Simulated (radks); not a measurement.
Task: The mean radii <r> (bohr) of the occupied orbitals of an atom or ion are listed with their occupations. All-electron calculation, scalar-relativistic Kohn-Sham, PBE, spin-unpolarised, spherical densities, finite nucleus; Fermi nuclear charge, rms radius of each element as measured or else 0.836 A^(1/3) + 0.57 fm. Program: a radial shooting solver on a logarithmic mesh with Libxc functionals.

orbital  occ.      <r>
1s          2  0.02191
2s          2  0.09328
2p          6  0.08236
3s          2   0.2444
3p          6   0.2430
3d         10   0.2211
4s          2   0.5535
4p          6   0.5861
4d         10   0.6384
5s          2    1.355
5p          6    1.608
6s          1    4.344
4f          8   0.9500
5d          1    3.824

Name the element and its charge.

Result: Z = 64, gadolinium, charge 0: Gd in [Xe] 4f8 5d1 6s1. The 1s radius gives Z: for a bare nucleus <r> = (2 gamma + 1)/(2Z) with gamma = sqrt(1 - (Z/c)^2), 0.02163 bohr for Z = 64, and screening makes it slightly larger (0.02191 here). The occupations add up to 64, and the charge is Z minus that.
